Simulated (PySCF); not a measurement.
Dipole moment and polarisability of `C=C(F)/C(F)=C(\Cl)CC`

C6H7ClF2.
Atom-mapped SMILES: `[CH2:1]=[C:2]([F:3])/[C:4]([F:5])=[C:6](\[Cl:7])[CH2:8][CH3:9]` (hydrogens: H10, H11 on C1; H12, H13 on C8; H14, H15, H16 on C9)

Cartesian coordinates in Å at the GFN2-xTB level; atoms count from 1:
```
atom  x, y, z in Å
C1     3.2627    0.1091    0.1169
C2     2.1429   -0.0601   -0.5786
F3     2.2057   -0.6034   -1.8103
C4     0.8093    0.2946   -0.1211
F5     0.8313    0.8498    1.1199
C6    -0.3917    0.1696   -0.7082
Cl7   -0.5602   -0.5245   -2.2705
C8    -1.6739    0.5753   -0.0505
C9    -2.4437   -0.6526    0.4407
H10    4.2115   -0.1810   -0.2948
H11    3.2404    0.5386    1.0999
H12   -1.4551    1.2329    0.7911
H13   -2.2848    1.1190   -0.7733
H14   -1.8642   -1.1885    1.1883
H15   -2.6531   -1.3255   -0.3868
H16   -3.3847   -0.3443    0.8873
```

Level: B3LYP/def2-SVPD (PySCF), static field, nuclei fixed, core orbitals frozen in the response. The polarisability tensor in these axes (au):

```
x   134.77   4.17  13.82
y     4.17  66.80   8.09
z    13.82   8.09  88.09
```

Problem. Diagonalise the tensor; give its mean and Δα, where Δα² is half the sum of the squared differences of the eigenvalues.

Solution. Principal values 64.07, 86.50 and 139.08 au; mean 96.55 au = 14.31 Å³ = 15.92 × 10⁻⁴⁰ C²·m²/J; Δα = 66.69 au (69 % of the mean).

Problem. What is the dipole moment, and where does it point?

Solution. (-0.63, 0.43, 1.20) D, 1.43 D in size, pointing from the negative to the positive side. Measured along this direction, the outermost atoms are F3 at the negative end and H16 at the positive end.

Problem. Refractivity n − 1 of an ideal gas of it at 350 K and 1 atm, from the electronic α?

Solution. N = p/kT = 2.0968 × 10¹⁹ cm⁻³, so n − 1 = 2π × N × 14.31 × 10⁻²⁴ cm³ = 1885 × 10⁻⁶ at long wavelengths, for an ideal gas.

Problem. What are the principal values of the traceless quadrupole moment, Θ = ½Σq(3rr − r²1), about the centre of nuclear charge?

Solution. -5.35, -2.85, 8.21 D·Å. The values depend on the origin, since the dipole doesn't vanish. The electronic extent ⟨r²⟩ about the same centre is 1527 bohr², a root-mean-square distance of 2.34 Å for the 78 electrons.

Problem. Along which axes do the principal values lie, and how far do the nuclei extend along each?

Solution. Largest value along (0.96, 0.09, 0.27), where the nuclei span 6.97 Å; middle along (-0.29, 0.31, 0.91), 4.13 Å; least along (0.01, 0.95, -0.32), 2.81 Å. The response follows the extents in order.

The structure is a single GFN2-xTB conformer in the gas phase; no vibrational or solvent corrections.
